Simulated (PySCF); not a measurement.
**Nonlinear optical response: SMILES [SiH3]c1ccco1, C$_{4}$H$_{6}$OSi**

Geometry:
```
atom   x (Å)   y (Å)   z (Å)
 Si1   2.140   0.074  -0.206
  C2   0.276   0.008  -0.046
  C3  -0.580   0.042   1.023
  C4  -1.890  -0.045   0.502
  C5  -1.743  -0.125  -0.849
  O6  -0.448  -0.094  -1.188
  H7   2.514   1.238  -1.012
  H8   2.613  -1.148  -0.860
  H9   2.687   0.183   1.146
 H10  -0.300   0.119   2.054
 H11  -2.810  -0.047   1.052
 H12  -2.460  -0.204  -1.642
```

Level of theory: quadratic response wB97X-D/aug-cc-pVDZ first hyperpolarisability, Taylor convention, gas phase (PySCF). Geometry: GFN2-xTB.

(1) Give β for the processes computed.

(2) Which lowest excitations, dipole and polarisabilities go with it?

## Answers

(1) In au, Taylor convention; the vector part is βᵢ = ⅓ Σⱼ (βᵢⱼⱼ + βⱼᵢⱼ + βⱼⱼᵢ); β∥ is 3/5 of the vector part along the dipole, the dipole points from − to +:
| process | λ (nm) | β vector norm | β∥ | β HRS | depolarisation ratio |
| --- | --- | --- | --- | --- | --- |
| static β(0;0,0) | ∞ | 179.7 | 78.0 | 83.6 | 3.65 |
| second harmonic β(−2ω;ω,ω) | 1550 | 191.9 | 84.6 | 90.2 | 3.59 |
| Pockels β(−ω;ω,0) | 1550 | 183.6 | 80.1 | – | – |
| second harmonic β(−2ω;ω,ω) | 1064 | 207.7 | 93.3 | 98.7 | 3.52 |
| Pockels β(−ω;ω,0) | 1064 | 188.2 | 82.6 | – | – |
| second harmonic β(−2ω;ω,ω) | 694.3 | 263.3 | 124.5 | 129.4 | 3.35 |
| Pockels β(−ω;ω,0) | 694.3 | 200.9 | 89.5 | – | – |

(2) S1 5.86 eV (f = 0.313); S2 6.04 eV (f = 0.003); S3 6.61 eV (f = 0.017); dipole 0.85 D; isotropic α 76.5 au static, 77.0 au at 1550 nm, 77.4 au at 1064 nm, 78.3 au at 775 nm, 78.7 au at 694.3 nm, 80.4 au at 532 nm, 87.2 au at 347.1 nm.
